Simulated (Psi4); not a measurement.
Two rigid molecules brought together: CH3F ··· CH3F (SMILES CF and CF), singlet. Monomers: optimised at B3LYP-D3(BJ) (def2-TZVP), held rigid. Orientation: lowest of the rigid-body minima from ten starts at GFN2-xTB. Only R, the distance of the centres of mass, is varied, so the lowest point isn't the relaxed dimer.

Levels: MP2/aug-cc-pVDZ = DF-MP2/aug-cc-pVDZ, frozen core, counterpoise-corrected run with Psi4 1.11; wB97X-D/def2-TZVP, counterpoise-corrected (Psi4).

Interaction energies in kcal/mol:

| R / Å | MP2/aug-cc-pVDZ |
|---|---|
| 2.80 | 3.82 |
| 3.03 | -0.34 |
| 3.23 | -1.59 |
| 3.42 | -1.89 |
| 3.64 | -1.81 |
| 3.86 | -1.57 |
| 4.10 | -1.30 |
| 4.39 | -1.01 |
| 4.94 | -0.63 |
| 5.62 | -0.39 |
| 6.59 | -0.22 |
| 7.90 | -0.11 |

Predict the corresponding wB97X-D/def2-TZVP column.

2.80: 3.38; 3.03: -0.52; 3.23: -1.67; 3.42: -1.95; 3.64: -1.86; 3.86: -1.63; 4.10: -1.37; 4.39: -1.08; 4.94: -0.68; 5.62: -0.40; 6.59: -0.22; 7.90: -0.12 (kcal/mol).
